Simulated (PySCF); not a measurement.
A structure optimised at PBE0-D3(BJ)/def2-TZVP, used in a PySCF frequency run:

```
Cd
Cl 1 2.2642
Cl 1 2.2642 2 180.00
```
Charge 0, spin multiplicity 1.

Task: Write its SMILES, formula and point group.

Result: [Cl][Cd][Cl], CdCl2, D∞h

Task: What are its rotational constants (standard atomic weights)?

Result: 1.3904 GHz (linear rotor, B only)
